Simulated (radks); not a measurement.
Problem. La, configuration [Xe] 5d1 6s2. All-electron calculation, scalar-relativistic Kohn-Sham, r2SCAN, spin-polarised, spherical densities, finite nucleus; open shells are filled with parallel spins first (spin-orbit coupling, left out, can overturn this in heavy ions); meta-GGA in the generalised Kohn-Sham scheme; Fermi nuclear charge, rms radius 4.855 fm; hard spherical wall at 10 bohr. Program: a radial shooting solver on a logarithmic mesh with Libxc functionals. Some entries of the table are withheld. Estimate them.

orbital  occ.  eigenvalue (hartree)  <r^2> (bohr^2)  <r> (bohr)
1s down     1             -1426.374       0.0008541     0.02507
1s up       1             -1426.374       0.0008541     0.02507
2s up       1             -227.7595         0.01362      0.1074
2s down     1             -227.7579         0.01362      0.1074
2p up       3             -204.0139         0.01085     0.09426
2p down     3             -204.0129         0.01085     0.09426
3s up       1             -48.97905         0.09259      0.2846
3s down     1             -48.97877         0.09258      0.2846
3p up       3             -41.35203         0.09273      0.2828
3p down     3             -41.35162         0.09273      0.2828
3d up       5             -30.40525         0.07970      0.2599
3d down     5             -30.40425         0.07970      0.2599
4s up       1              -9.99614          0.4829      0.6545
4s down     1              -9.99422          0.4830      0.6546
4p up       3              -7.50114          0.5458      0.6932
4p down     3              -7.49946          0.5460      0.6933
4d up       5              -3.87925          0.6840      0.7680
4d down     5              -3.87751          0.6839      0.7680
5s up       1              -1.47065           2.766       1.569
5s down     1              -1.45951           2.737       1.562
5p up       3              -0.85194           3.726       1.813
5p down     3              -0.83379           3.668       1.799
6s up       1              -0.13748           20.51       4.295
6s down     1              -0.12336           22.05       4.460
5d up       1              -0.11532           10.39       2.953
5d down     0              -0.08861           11.33       3.064
6p up       0              -0.03533           27.81         (1)
6p down     0              -0.03098           29.52         (2)
6d down     0               0.11703           38.30       5.820
6d up       0               0.12106           38.02       5.817
7s down     0               0.13322           41.19       6.039
7s up       0               0.13611           41.13       6.033

Solution. 
(1) 6p up <r> (bohr): 5.041
(2) 6p down <r> (bohr): 5.205
